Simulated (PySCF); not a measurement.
**Bonding in `CC#CC#CCC(F)(F)F`**

C7H5F3.
Atom-mapped SMILES: `[CH3:1][C:2]#[C:3][C:4]#[C:5][CH2:6][C:7]([F:8])([F:9])[F:10]` (hydrogens: H11, H12, H13 on C1; H14, H15 on C6)

Structure used (GFN2-xTB), in Å, numbered top down from 1:
```
atom  x, y, z in Å
C1    -4.1492   -0.1168    0.4747
C2    -2.7236   -0.2016    0.2912
C3    -1.5289   -0.2773    0.1395
C4    -0.1839   -0.3538   -0.0279
C5     1.0073   -0.4499   -0.1897
C6     2.4428   -0.5118   -0.3634
C7     3.1066    0.7306    0.2127
F8     4.4426    0.6841    0.0605
F9     2.8806    0.8776    1.5245
F10    2.6972    1.8588   -0.3816
H11   -4.3754    0.1596    1.5047
H12   -4.6124   -1.0793    0.2556
H13   -4.5673    0.6367   -0.1930
H14    2.8581   -1.3824    0.1535
H15    2.7011   -0.5667   -1.4255
```

Bond orders from the PBE0/pcSseg-1 density (PySCF). Geometry: GFN2-xTB; no solvent, vibrations or thermal averaging. GFN2-xTB frequencies show an imaginary mode (24i cm⁻¹), so this geometry is no minimum at that level.

Task: Where do the orders between heavy atoms depart from those drawn in the SMILES?

Result: The largest departure is 0.819, at C2–C3 (drawn triple, 2.181). Drawn single, order above 1.12: C1–C2 (1.233). Drawn double or triple, more than 0.30 short of the drawn order: C2–C3 (2.181) and C4–C5 (2.192).

Task: Set the Mayer orders of the bonds between heavy atoms beside their lengths.

Result: 
```tsv
bond	drawn as	length (Å)	Mayer order
C1–C2	single	1.440	1.233
C2–C3	triple	1.207	2.181
C3–C4	single	1.358	1.008
C4–C5	triple	1.206	2.192
C5–C6	single	1.447	1.112
C6–C7	single	1.522	1.041
C7–F8	single	1.345	0.991
C7–F9	single	1.339	1.017
C7–F10	single	1.339	1.017
```

By pair of heavy elements: C–C: lowest C3–C4 (1.008, 1.358 Å), highest C4–C5 (2.192, 1.206 Å); in 3 of the 15 pairs the longer bond (by over 0.003 Å) has the higher order (by 0.02 or more). C–F: lowest C7–F8 (0.991, 1.345 Å), highest C7–F9 and C7–F10 (1.017, 1.339 Å). Bonds named together lie within 0.004.

Task: And the bonds to hydrogen?

Result: C–H: 0.90 to 0.92 (5 bonds).

Task: Sum the orders of all bonds at each heavy atom with more than one neighbour and set the sums beside the valence in the SMILES.

Result: C1 4.005 (drawn 4), C2 3.414 (drawn 4), C3 3.189 (drawn 4), C4 3.200 (drawn 4), C5 3.304 (drawn 4), C6 3.957 (drawn 4), C7 4.066 (drawn 4). Orders between atoms that aren't bonded are not in these sums.

Mayer orders depend on the basis set.
